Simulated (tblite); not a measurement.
Species: C₃H₉NSi.
Bonds: C1–C2, C2–N3, N3–Si4, Si4–C5, C1–C5. Hydrogens: H6, H7 on C1; H8, H9 on C2; H10 on N3; H11, H12 on Si4; H13, H14 on C5.

Computed with GFN2-xTB (tblite), gas phase: Langevin dynamics at 300 K from the optimised GFN2-xTB geometry, time step 0.5 fs, friction 0.01 fs⁻¹, 2000 steps. The instantaneous temperature is 2·E(kin)/(3Nk) with all 3N coordinates.

```tsv
t (fs)	T (K)	E(pot) above start (eV)	C1–C2 (Å)	C2–N3 (Å)	N3–Si4 (Å)	Si4–C5 (Å)	C1–C5 (Å)	C1–H6 (Å)
0	232	0.000	1.526	1.449	1.716	1.901	1.527	1.092
50	212	0.412	1.557	1.413	1.750	1.918	1.535	1.102
100	213	0.431	1.511	1.454	1.701	1.866	1.568	1.063
150	203	0.335	1.537	1.447	1.698	1.860	1.523	1.133
200	267	0.466	1.548	1.416	1.721	1.917	1.511	1.078
250	250	0.526	1.552	1.402	1.699	1.922	1.535	1.127
300	296	0.341	1.558	1.444	1.733	1.914	1.530	1.080
350	251	0.612	1.535	1.530	1.761	1.902	1.528	1.084
400	285	0.630	1.571	1.441	1.719	1.906	1.453	1.175
450	279	0.524	1.491	1.447	1.674	1.838	1.587	1.012
500	219	0.576	1.508	1.468	1.720	1.917	1.536	1.175
550	304	0.469	1.509	1.421	1.740	1.947	1.483	1.043
600	336	0.411	1.552	1.442	1.731	1.923	1.569	1.112
650	244	0.598	1.503	1.483	1.676	1.902	1.525	1.071
700	401	0.419	1.569	1.408	1.707	1.907	1.540	1.088
750	275	0.622	1.552	1.423	1.675	1.945	1.541	1.092
800	413	0.390	1.501	1.473	1.718	1.933	1.529	1.118
850	361	0.460	1.579	1.469	1.714	1.904	1.572	1.103
900	228	0.383	1.565	1.463	1.673	1.891	1.508	1.077
950	298	0.366	1.538	1.410	1.676	1.888	1.533	1.136
1000	237	0.351	1.566	1.453	1.727	1.907	1.562	1.059
```

Question: From 500 fs on, how do temperature and potential energy compare with equipartition?

Answer: The mean temperature of these 11 frames is 301 K against the target 300 K, and the mean potential energy 0.46 eV against 36 × kT/2 = 0.47 eV for 36 classical harmonic modes. For 14 atoms in a canonical ensemble the temperature itself scatters by T·√(2/(3N)) = 65 K; here its standard deviation is 66 K. The whole run lasts only 10 friction times of 100 fs, so these averages carry a wide statistical error.

Question: What are the kinetic and total energies of the listed frame with the highest potential energy?

Answer: The one at 400 fs, 0.630 eV above the start. Its kinetic energy is 3NkT/2 = 0.515 eV at 285 K, so the sum is 1.15 eV; over the listed frames the sum runs from 0.42 to 1.15 eV, since the thermostat adds and removes energy.

Question: How much do the listed bonds fluctuate from 500 fs on?

Answer: 
```csv
bond,at the start (Å),mean (Å),standard deviation (Å)
C1–C2,1.526,1.540,0.028
C2–N3,1.449,1.447,0.026
N3–Si4,1.716,1.705,0.024
Si4–C5,1.901,1.915,0.019
C1–C5,1.527,1.536,0.025
C1–H6,1.092,1.098,0.035
```

The motion is classical and holds no zero-point motion.

What follows is the cost of the whole dynamics run. The run took 8.5 s wall on Intel Xeon Platinum 8488C, one thread, shared host, and the process peaked at 0.19 GiB of memory.
